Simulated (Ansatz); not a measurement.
Total energies of tetramethylammonium trifluoroacetate (C₆H₁₂F₃NO₂) from Ansatz at PBE-D4/def2-TZVP, gas phase (1 Eh = 27.2114 eV = 2625.5 kJ/mol). The reference geometry is relaxed at PBE0-D4/def2-SVP.

```json
{"state": "charge 0 singlet", "geometry": "reference", "energy (Eh)": "-740.08572"}
{"state": "charge 1 doublet", "geometry": "reference", "energy (Eh)": "-739.78576"}
{"state": "charge -1 doublet", "geometry": "reference", "energy (Eh)": "-740.05573"}
{"state": "charge -1 doublet", "geometry": "relaxed at PBE0-D4/def2-SVP", "energy (Eh)": "-740.06323"}
{"state": "free C atom (triplet)", "geometry": "–", "energy (Eh)": "-37.79597"}
{"state": "free N atom (quartet)", "geometry": "–", "energy (Eh)": "-54.53214"}
{"state": "free H atom (doublet)", "geometry": "–", "energy (Eh)": "-0.49962"}
{"state": "free O atom (triplet)", "geometry": "–", "energy (Eh)": "-75.00967"}
{"state": "free F atom (doublet)", "geometry": "–", "energy (Eh)": "-99.66912"}
```

Q: Work out the vertical ionisation energy to the doublet.

A: E(charge 1 doublet) − E(charge 0 singlet) = -739.78576 − (-740.08572) = 0.29996 Eh = 8.16 eV. For comparison, −ε of the highest occupied level is 4.89 eV at this level, 3.27 eV less.

Q: Work out the vertical electron affinity, to the doublet.

A: E(charge 0 singlet) − E(charge -1 doublet) = -740.08572 − (-740.05573) = -0.02999 Eh = -0.82 eV; negative, so the extra electron isn't bound. The basis lacks diffuse functions, which makes affinities too small.

Q: Give the fundamental gap IE − EA, the Mulliken electronegativity (IE + EA)/2 and the hardness (IE − EA)/2.

A: From the values in Eh: IE − EA = 0.29996 − (-0.02999) = 0.32995 Eh = 8.98 eV; (IE + EA)/2 = 3.67 eV; (IE − EA)/2 = 4.49 eV. The HOMO–LUMO gap of the same run is 3.83 eV, 5.15 eV smaller than the fundamental gap.

Q: How much does the charge -1 doublet relax, and what is the adiabatic electron affinity?

A: Relaxation: -740.05573 − (-740.06323) = 0.00750 Eh = 0.20 eV. Adiabatic electron affinity: -0.02249 Eh = -0.61 eV, without zero-point energy. 

Q: What is the binding energy per atom against free atoms?

A: Atoms: 6 × (-37.79597) + 1 × (-54.53214) + 12 × (-0.49962) + 2 × (-75.00967) + 3 × (-99.66912) = -736.33010 Eh. Binding: -736.33010 − (-740.08572) = 3.75562 Eh = 102.20 eV, or 4.26 eV for each of 24 atoms (no zero-point energy, no counterpoise term).

At PBE-D4/def2-TZVP the highest occupied level of the charge -1 doublet lies above zero (up to 2.73 eV). By energy differences it is unbound by 0.82 eV (vertical, against the charge 0 singlet, at PBE-D4/def2-TZVP) and held by the finite basis. At PBE-D4/def2-TZVP the highest occupied level of the relaxed charge -1 doublet lies above zero (up to 2.43 eV). By energy differences it is unbound by 0.61 eV (each at its own geometry, against the charge 0 singlet, at PBE-D4/def2-TZVP) and held by the finite basis.
